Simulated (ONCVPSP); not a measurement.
Varying the ONCV potential for germanium

Base potential:

| Property | Result |
| --- | --- |
| Element | germanium (Ge) |
| Generator | ONCVPSP 4.0.1 |
| Type | optimised norm-conserving Vanderbilt (ONCV) |
| Functional | LDA (Perdew-Wang 92) |
| Relativity | scalar-relativistic |
| Frozen core | [Ar] |
| Valence charge | 14 |
| Reference configuration | 3d10 4s2 4p1 (charge +1) |
| Partial waves | 4s: rc 1.60 bohr, ncon 4, nbas 9, qcut 4 1/bohr, 1 projector; 4p: rc 1.85 bohr, ncon 4, nbas 9, qcut 5 1/bohr, 2 projectors, debl 2.1 Ha; 3d: rc 0.80 bohr, ncon 4, nbas 9, qcut 21.4 1/bohr, 3 projectors, debl 2.8 Ha; f scattering state at 0.04 Ha: rc 1.60 bohr, ncon 4, nbas 6, qcut 7.3 1/bohr, 1 projector |
| Local potential | polynomial inside 0.50 bohr (lpopt 5, dvloc0 0 Ha) |
| Core correction | Teter function, fcfact 2.25, rcfact 1.75 |

All-electron outer shells of the reference configuration (LDA (PZ), scalar-relativistic, ld1.x):

```csv
shell,level (eV),outermost node (bohr),outermost maximum (bohr)
3s,-176.82,0.26,0.54
3p,-124.46,0.23,0.54
3d,-38.61,–,0.50
4s,-20.15,0.77,1.71
4p,-11.48,0.82,2.08
```

Cutoffs, loose and tight: the cutoffs (Ha) at which the residual kinetic energy of the hardest occupied pseudo-wave falls to 1 and 0.1 mHa per electron. They do not see the model core or the augmentation charge, which bear on the density cutoff. Test errors are all-electron minus pseudo excitation energies from the reference, over the configurations 3d10 4s2 4p2; 3d10 4s2 4p0; 3d10 4s1 4p0; 3d10 4s0 4p4. A dash means not determined; rows that change the core or the reference have their own tests.

A true bound ghost makes a file unfit for plane-wave use even where its test errors are small: the radial tests pick states by their node count and pass the ghost by.

```tsv
change	outcome	cutoff, loose	cutoff, tight	bound ghosts	GHOST(+) flags above zero	largest test error (meV)
base	generated	167 Ha	189 Ha	s, p	s, f	-18
core correction Teter function, fcfact 2.25, rcfact 1	generated	167 Ha	189 Ha	s, p	s, f	+21
core correction Teter function, fcfact 2.25, rcfact 1.14	generated	167 Ha	189 Ha	s, p	s, f	+20
core correction Teter function, fcfact 2.25, rcfact 1.28	generated	167 Ha	189 Ha	s, p	s, f	+20
core correction Teter function, fcfact 2.25, rcfact 1.38	generated	167 Ha	189 Ha	s, p	s, f	+18
core correction Teter function, fcfact 2.25, rcfact 1.7	generated	167 Ha	189 Ha	s, p	s, f	-10
core correction Teter function, fcfact 2.25, rcfact 1.88	generated	167 Ha	189 Ha	s, p	s, f	-53
core correction Teter function, fcfact 2.25, rcfact 2.02	generated	167 Ha	189 Ha	s, p	s, f	-110
```

Q: What comes out with this change to the base: core correction Teter function, fcfact 2.25, rcfact 1.56?

A: outcome: generated; cutoff, loose: 167 Ha; cutoff, tight: 189 Ha; bound ghosts: s, p; GHOST(+) flags above zero: s, f; largest test error (meV): +8.9.

Reading the sweep of the rcfact (base included, trends over the rows without a ghost): Bound ghosts are found at 1, 1.14, 1.28, 1.38, 1.56, 1.7, 1.75, 1.88, 2.02. Every judged row has one, so this setting neither creates nor removes them.
